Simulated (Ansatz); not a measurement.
Ansatz (a program for electronic structure) input (HF/STO-3G):

Ansatz 0.2 input:
```yaml
crystal:
  periodic: [false, false, false]
  atoms:
    - {symbol: Zn, position_ang: [-0.34635109, -0.19918104, -0.27335905]}
    - {symbol: C, position_ang: [1.09346963, 0.62883710, 0.86302549]}
    - {symbol: H, position_ang: [1.56320467, -0.22494741, 1.34319911]}
    - {symbol: H, position_ang: [0.54464400, 1.28148225, 1.53608599]}
    - {symbol: H, position_ang: [1.72186619, 1.14587364, 0.14333342]}
basis:
  gaussian:
    orbitals: STO-3G
hamiltonian:
  xc: {name: HF}
total_charge: 1
relax: {f_tol: 0.003, max_steps: 120}
```

Question: What final total energy does it give?

Answer: -1796.28192 Eh.
